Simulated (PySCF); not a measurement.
**Ionising Br₂**

RHF-MP2; PySCF, no relativity, basis sets Br def2-TZVPPD. Neutral (RHF): singlet (closed shell), Re = 2.272 Å, ωe = 343 cm⁻¹, De = 2.25 eV.

Br₂⁺ (UHF): doublet (π ↑), Re = 2.192 Å, ωe = 378 cm⁻¹, De = 3.32 eV to Br⁺ + Br. The energies at the minima are -5145.37234 hartree for Br2 and -5144.98432 for Br₂⁺.

Work out the adiabatic ionisation energy, without and with harmonic zero-point energies (1 hartree = 27.2114 eV, 1 eV = 8065.5 cm⁻¹), and the change of the bond length.

At MP2: 0.38802 hartree = 10.559 eV between the minima; the zero-point term (378.0 − 343.0)/2 cm⁻¹ = +0.002 eV makes it 10.561 eV. Re changes by -8.0 pm against the neutral. The electron leaves a π orbital, and the shorter bond of the ion fits an antibonding orbital, or a change in how ionic the bond is.

Br₂⁻ (UHF): doublet (σ ↑), Re = 2.822 Å, ωe = 165 cm⁻¹, De = 1.26 eV to Br + Br⁻. The energies at the minima are -5145.37234 hartree for Br2 and -5145.46273 for Br₂⁻.

Work out the adiabatic electron affinity, without and with harmonic zero-point energies (1 hartree = 27.2114 eV, 1 eV = 8065.5 cm⁻¹), and the change of the bond length.

At MP2: 0.09039 hartree = 2.460 eV between the minima; the zero-point term (343.0 − 165.0)/2 cm⁻¹ = +0.011 eV makes it 2.471 eV. Re changes by +55.0 pm against the neutral. The electron enters a σ orbital, and the ion is left as a loose complex of an ion and an atom.

Correlated steps freeze 18 core orbitals. Spin–orbit coupling is left out. Where the molecule has an RHF reference, its open-shell atoms are computed with UHF. States were picked by a PBE0 search and need not be the measured ground states.

Neutral and ion stand on different kinds of reference determinant, which adds to the error of the difference.
